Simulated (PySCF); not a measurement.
From one molecule to another.

First species: C6H6FNO.
SMILES: `N#C[C@@]1(/C(=C\OC)C1)F`

Second species: C₇H₈O.
SMILES: `C=CC#CC(=C)OC`

Levels: wB97X-D/def2-SVPD for dipole moment, HOMO energy, LUMO energy, HOMO–LUMO gap, static isotropic polarisability and electronic spatial extent ⟨r²⟩ about the centre of nuclear charge; TDDFT wB97X-D/def2-SVPD for lowest singlet excitation; TDA wB97X-D/def2-SVPD for lowest triplet excitation (Tamm–Dancoff); GFN2-xTB for rotational constant A and rotational constant C. Geometries: GFN2-xTB. All species are isolated and taken at one optimised geometry, non-relativistic unless stated. Electronic properties by PySCF.

Dipoles, sizes and rotational constants follow the conformer. The torsions of the flexible species, by atom-mapped SMILES:
- `[CH3:1][O:2]/[CH:3]=[C:4]1/[CH2:5][C@:6]1([F:7])[C:8]#[N:9]`: C1–O2–C3–C4 0°
- `[CH2:1]=[CH:2][C:3]#[C:4][C:5](=[CH2:6])[O:7][CH3:8]`: C4–C5–O7–C8 180°

(1) Which has the higher HOMO energy?

(2) Which has the higher T1 energy?

(3) Which has the higher rotational constant A?

(4) Which of the two has the higher LUMO energy, and by how much?

(5) Which has the higher ⟨r²⟩?

(6) Which has the higher HOMO–LUMO gap?

(7) Which has the higher rotational constant C?

(8) Which of the two has the higher dipole moment, and by how much?

## Answers

(1) The second: -8.14 eV against -9.29 eV, a difference of 1.15 eV.

(2) The first: 4.16 eV against 3.02 eV, a difference of 1.14 eV.

(3) The second: 7.138 GHz against 2.257 GHz, a difference of 4.881 GHz.

(4) The first: 0.76 eV against 0.37 eV, a difference of 0.39 eV.

(5) The second: 1517 bohr² against 1148 bohr², a difference of 369 bohr².

(6) The first: 10.05 eV against 8.51 eV, a difference of 1.54 eV.

(7) The first: 1.109 GHz against 0.738 GHz, a difference of 0.371 GHz.

(8) The first: 3.16 D against 0.82 D, a difference of 2.34 D.

On the first: The vertical singlet–triplet gap S1 − T1 is 1.90 eV (TDDFT singlet less Tamm–Dancoff triplet; S1: HOMO→LUMO, weight 0.97; T1: HOMO→LUMO, weight 0.81). The polarisability is 11.66 Å³ as a volume (1 au = 0.148185 Å³), or 1.19 au for each of the 66 electrons.

On the second: The 8 singlets span 4.87 to 7.30 eV, and their oscillator strengths add up to 0.77. The principal polarisabilities are 58.2, 84.9 and 153.7 au; their mean is the isotropic value.
